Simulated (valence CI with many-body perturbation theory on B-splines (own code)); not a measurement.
## E1 line list for Ta LXIX

Computed by relativistic CI+MBPT: three valence electrons over a frozen Dirac-Fock core [He], a basis of 11 s, 11 p, 10 d, 8 f, 5 g, 2 h functions for each j, with the one-electron correlation potential Σ1, the two-electron term Σ2, the three-electron term Σ3, Breit, model QED; selected CI, second order for the rest, scaled by the run's own slope (own B-spline code, finite nucleus).

No measured spectrum was set against this ion. As an estimate, large intervals hold to a few tenths of a per cent, small ones and those within an open d or f shell to about a per cent.

Lines 51 to 100 of 574 in falling wavelength, among levels below 120330 × 10³ cm⁻¹, chosen from the strongest by gf and those to the six lowest levels. Wavelengths and rates use the calculated energies. Electric multipoles are in the length gauge with retardation, E1 and E2 with the static RPA response of the core. Weak lines are less certain than strong ones. Lines between different terms over intervals too small for the method are left out, as are lines whose strength nearly cancels. The highest levels of a list are the least certain.

Levels are named by their leading jj configuration (3d3/2^4 stands for four electrons in 3d with j = 3/2), which in mixed levels can hold well under half, so a name can repeat and another be missing. Letters in brackets count levels of one name in rising energy.

```tsv
λ vac (Å)	Upper	Lower	A (s⁻¹)	S (a.u.) with core polarisation	S without
61.95	(2p1/2^2 4p3/2) J=3/2	(2p1/2^2 4s) J=1/2	3.02e+11	1.42e-01	1.42e-01
61.81	(2s 2p1/2 4p1/2) J=3/2	(2s^2 4p1/2) J=1/2	6.97e+10	3.25e-02	3.25e-02
60.98	(2s 2p1/2 4p3/2) J=3/2 [a]	(2s 2p1/2 4s) J=1/2 [a]	3.02e+11	1.35e-01	1.35e-01
60.10	(2p3/2^2 3d5/2) J=5/2 [a]	(2p3/2^2 3p3/2) J=5/2	2.91e+10	1.87e-02	1.87e-02
60.04	(2s 2p1/2 4d3/2) J=3/2 [b]	(2s^2 4d3/2) J=3/2	4.28e+10	1.83e-02	1.83e-02
58.87	(2s^2 4p3/2) J=3/2	(2s^2 4s) J=1/2	2.14e+11	8.61e-02	8.61e-02
58.54	(2s 2p1/2 4p3/2) J=5/2	(2s 2p1/2 4s) J=3/2	1.28e+11	7.58e-02	7.58e-02
58.27	(2s 2p1/2 4p3/2) J=3/2 [b]	(2s 2p1/2 4s) J=3/2	1.11e+11	4.32e-02	4.32e-02
54.65	(2s 2p1/2 2p3/2) J=5/2	(2s^2 2p3/2) J=3/2	8.43e+09	4.08e-03	4.08e-03
46.80	(2s 2p1/2^2) J=1/2	(2s^2 2p1/2) J=1/2	2.41e+10	2.43e-03	2.44e-03
44.74	(2p1/2^2 2p3/2) J=3/2	(2s 2p1/2 2p3/2) J=1/2	1.39e+10	2.46e-03	2.47e-03
41.57	(2s 2p1/2 2p3/2) J=1/2	(2s^2 2p3/2) J=3/2	1.81e+10	1.28e-03	1.29e-03
41.28	(2s 2p1/2 2p3/2) J=3/2 [b]	(2s^2 2p3/2) J=3/2	1.31e+10	1.82e-03	1.82e-03
35.57	(2p1/2^2 2p3/2) J=3/2	(2s 2p1/2 2p3/2) J=5/2	7.60e+10	6.76e-03	6.77e-03
31.88	(2p1/2^2 2p3/2) J=3/2	(2s 2p1/2 2p3/2) J=3/2 [a]	2.07e+10	1.33e-03	1.33e-03
28.45	(2p1/2 2p3/2 3d3/2) J=5/2 [b]	(2p1/2 2p3/2 3p1/2) J=3/2 [b]	3.49e+11	2.38e-02	2.38e-02
28.18	(2s 2p1/2 3d3/2) J=3/2 [b]	(2s 2p1/2 3p1/2) J=1/2 [b]	3.42e+11	1.51e-02	1.51e-02
28.13	(2s 2p3/2 3d5/2) J=7/2 [b]	(2p1/2 2p3/2 3s) J=5/2	1.09e+11	9.55e-03	9.55e-03
28.08	(2p1/2 2p3/2 3d3/2) J=3/2 [b]	(2p1/2 2p3/2 3p1/2) J=3/2 [b]	4.00e+11	1.75e-02	1.75e-02
27.91	(2s 2p1/2 3d3/2) J=1/2	(2s 2p1/2 3p1/2) J=1/2 [b]	5.39e+11	1.16e-02	1.16e-02
27.45	(2p1/2 2p3/2 3d3/2) J=1/2 [b]	(2p1/2 2p3/2 3p1/2) J=3/2 [b]	5.21e+11	1.06e-02	1.06e-02
27.41	(2s 2p3/2 3d3/2) J=3/2 [b]	(2s 2p3/2 3p1/2) J=3/2 [b]	2.30e+11	9.36e-03	9.36e-03
27.33	(2s 2p3/2 3d3/2) J=3/2 [b]	(2s 2p3/2 3p1/2) J=1/2	3.08e+11	1.24e-02	1.24e-02
27.29	(2s 2p3/2 3d3/2) J=5/2 [a]	(2s 2p3/2 3p1/2) J=5/2	3.63e+11	2.18e-02	2.18e-02
27.19	(2s 2p3/2 3d3/2) J=5/2 [a]	(2s 2p3/2 3p1/2) J=3/2 [a]	3.13e+11	1.86e-02	1.86e-02
27.05	(2p3/2^2 3p3/2) J=5/2	(2p3/2^2 3s) J=3/2	4.86e+11	2.85e-02	2.85e-02
27.02	(2p3/2^2 3d3/2) J=3/2 [a]	(2p3/2^2 3p1/2) J=3/2	5.45e+11	2.12e-02	2.12e-02
27.02	(2p3/2^2 3d3/2) J=5/2	(2p3/2^2 3p1/2) J=5/2	3.66e+11	2.14e-02	2.14e-02
27.01	(2p3/2^2 3d3/2) J=7/2	(2p3/2^2 3p1/2) J=5/2	6.99e+11	5.44e-02	5.44e-02
26.97	(2p3/2^2 3p3/2) J=1/2	(2p3/2^2 3s) J=3/2	1.01e+12	1.96e-02	1.96e-02
26.93	(2p3/2^2 3d3/2) J=3/2 [b]	(2p3/2^2 3p1/2) J=1/2	6.68e+11	2.58e-02	2.58e-02
26.91	(2p3/2^2 3d3/2) J=5/2	(2p3/2^2 3p1/2) J=3/2	3.26e+11	1.88e-02	1.88e-02
26.90	(2s 2p3/2 3d3/2) J=5/2 [b]	(2s 2p3/2 3p1/2) J=3/2 [b]	6.95e+11	4.01e-02	4.01e-02
26.89	(2p1/2 2p3/2 3p3/2) J=3/2 [a]	(2p1/2 2p3/2 3s) J=3/2 [b]	3.32e+11	1.28e-02	1.28e-02
26.86	(2p1/2 2p3/2 3d3/2) J=3/2 [a]	(2p1/2 2p3/2 3p1/2) J=3/2 [a]	2.64e+11	1.01e-02	1.01e-02
26.83	(2s 2p3/2 3d3/2) J=3/2 [a]	(2s 2p3/2 3p1/2) J=3/2 [a]	5.66e+11	2.16e-02	2.16e-02
26.81	(2p1/2 2p3/2 3d3/2) J=5/2 [a]	(2p1/2 2p3/2 3p1/2) J=3/2 [a]	5.49e+11	3.13e-02	3.13e-02
26.80	(2s 2p3/2 3d3/2) J=7/2	(2s 2p3/2 3p1/2) J=5/2	6.67e+11	5.07e-02	5.07e-02
26.72	(2s 2p1/2 3d3/2) J=3/2 [a]	(2s 2p1/2 3p1/2) J=1/2 [a]	6.62e+11	2.49e-02	2.49e-02
26.72	(2s^2 3d3/2) J=3/2	(2s^2 3p1/2) J=1/2	6.79e+11	2.56e-02	2.56e-02
26.69	(2p1/2^2 3d3/2) J=3/2	(2p1/2^2 3p1/2) J=1/2	6.76e+11	2.54e-02	2.54e-02
26.66	(2p3/2^2 3d3/2) J=1/2	(2p3/2^2 3p1/2) J=3/2	7.18e+11	1.34e-02	1.34e-02
26.64	(2s 2p3/2 3p3/2) J=3/2 [a]	(2s 2p3/2 3s) J=3/2 [a]	8.40e+11	3.13e-02	3.13e-02
26.63	(2p1/2 2p3/2 3d3/2) J=7/2	(2p1/2 2p3/2 3p1/2) J=5/2	6.85e+11	5.11e-02	5.11e-02
26.57	(2s 2p1/2 3d3/2) J=5/2	(2s 2p1/2 3p1/2) J=3/2	6.74e+11	3.74e-02	3.74e-02
26.55	(2s 2p3/2 3d3/2) J=1/2 [a]	(2s 2p3/2 3p1/2) J=3/2 [a]	7.60e+11	1.40e-02	1.40e-02
26.51	(2p1/2 2p3/2 3d3/2) J=3/2 [a]	(2p1/2 2p3/2 3p1/2) J=1/2	3.92e+11	1.44e-02	1.44e-02
26.40	(2s 2p1/2 3p3/2) J=3/2 [b]	(2s 2p1/2 3s) J=1/2 [b]	5.83e+11	2.12e-02	2.12e-02
26.40	(2p3/2^2 3p3/2) J=7/2	(2p3/2^2 3s) J=5/2	1.12e+12	8.12e-02	8.12e-02
26.39	(2p1/2 2p3/2 3p3/2) J=1/2 [a]	(2p1/2 2p3/2 3s) J=1/2	6.28e+11	1.14e-02	1.14e-02
```
